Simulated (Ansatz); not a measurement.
C$_{2}$H$_{9}$AlOSi, charge -1, doublet, at a GFN2-xTB geometry (such geometries of metal compounds can be far from the true shape) (a state made from the parent by changing its charge; the spin is typed, not shown lowest) (a gas-phase anion, which may not be bound at this level); B3LYP/pc-1 run with Ansatz (a quantum-chemistry and plane-wave program).

Ansatz was given this input:
Ansatz 0.2 input:
```yaml
crystal:
  periodic: [false, false, false]
  atoms:
    - {symbol: Al, position_ang: [-0.34881118, 1.10957421, 0.02588643]}
    - {symbol: C, position_ang: [1.57507863, 1.93532482, 0.01894674]}
    - {symbol: H, position_ang: [2.31333395, 1.44510279, 0.66935395]}
    - {symbol: H, position_ang: [1.54088226, 2.98474538, 0.34283830]}
    - {symbol: H, position_ang: [2.02336401, 1.94741159, -0.98453090]}
    - {symbol: C, position_ang: [-0.91295206, 1.10326809, 2.04201371]}
    - {symbol: H, position_ang: [-1.89113415, 0.62875202, 2.20329754]}
    - {symbol: H, position_ang: [-1.01592447, 2.13232368, 2.41326227]}
    - {symbol: H, position_ang: [-0.22115536, 0.60292991, 2.73447405]}
    - {symbol: O, position_ang: [-0.22542362, -0.59625247, -0.52258112]}
    - {symbol: Si, position_ang: [-0.03155260, -2.12172623, -0.90871916]}
    - {symbol: H, position_ang: [-0.90794084, -3.00433504, -0.11069328]}
    - {symbol: H, position_ang: [1.35467161, -2.59695235, -0.73488805]}
    - {symbol: H, position_ang: [-0.38918583, -2.32181328, -2.33268279]}
basis:
  gaussian:
    orbitals: pc-1.json
hamiltonian:
  xc: b3lyp
total_charge: -1
magnetization: {spin_polarized: true, initial_magnetization: 1}
```
The basis file holds pc-1 in the JSON format of the Basis Set Exchange.

What does Ansatz print? Leave out banner, timings and long lists.


```
Functional definition: B3LYP
1302 factors; integrals over basis functions are off by at most 1.3e-3 eV
mean field evaluation 1: about -18735.0053 eV, gradient 4.8e1 eV
mean field evaluation 2: about -18721.5238 eV, gradient 7.1e1 eV
mean field evaluation 4: about -18745.7363 eV, gradient 4.6e0 eV
mean field evaluation 8: about -18745.9655 eV, gradient 1.1e-1 eV
mean field evaluation 16: about -18745.9656 eV, gradient 8.6e-5 eV
mean field -18745.96558668 eV, -688.9015288386 hartree, gradient 8.8e-5 eV, S^2 0.750802; 0 other end points of the search recorded, 0 dependent functions left out
reference -18745.96592529 eV, -688.9015412823 hartree; 29, 28 occupied and 94, 95 virtual orbitals, 1302 factors
Total energy: -18745.96592529 eV, -688.9015412823 hartree
```
